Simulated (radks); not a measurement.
The germanium anion Ge4-, [Kr], held by a Watson sphere: a shell of charge +4 at radius R that stands for the Madelung well of a crystal (potential energy -4/R inside, -4/r outside, in hartree with lengths in bohr). Method: scalar-relativistic Kohn-Sham, r2SCAN, spin-polarised, spherical densities, finite nucleus; meta-GGA in the generalised Kohn-Sham scheme; Fermi nuclear charge, rms radius of each element as measured or else 0.836 A^(1/3) + 0.57 fm; computed with a radial shooting solver on a logarithmic mesh with Libxc functionals.

R (bohr)  e(3d) (eV)  e(4s) (eV)  e(4p) (eV)  <r> 4p (bohr)  sum of <r^2> (bohr^2)  X-ray form factor at sin(theta)/lambda = 0.2 1/angstrom
2.45         -29.130     -15.290      -7.336          2.649                  70.52                                                   25.649
2.88         -27.997     -13.653      -6.469          2.884                  80.76                                                   25.411
3.58         -27.274     -11.727      -5.254          3.275                  99.31                                                   25.270
3.61         -27.258     -11.662      -5.209          3.292                  100.2                                                   25.269
4.3          -27.032     -10.487      -4.300          3.687                  120.9                                                   25.309
4.65         -26.982     -10.089      -3.935          3.892                  132.5                                                   25.353
4.86         -26.965      -9.902      -3.743          4.015                  139.8                                                   25.380
